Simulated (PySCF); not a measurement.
**Correlation energy of Sn²⁺ (tin, charge +2)**

[Kr] 4d10 5s2, closed-shell 1S. Computed with PySCF 2.14 in def2-TZVPPD with the def2 core potential (28 electrons) (7s5p4d2f, 56 functions), with a scalar-relativistic core potential. Frozen: 4s2 4p6 4d10; 2 electrons correlated.

With two correlated electrons CCSD is exact within the correlated space (frozen core and kept virtual orbitals).

```json
{"level": "CCSD", "correlation energy (mhartree)": "-34.54"}
```

Diagnostics: T1 = 0.0043, D1 = 0.0061, largest double amplitude 0.100.

Cost of the coupled-cluster step: of the order of 0.15 core-seconds, for 2 correlated electrons.
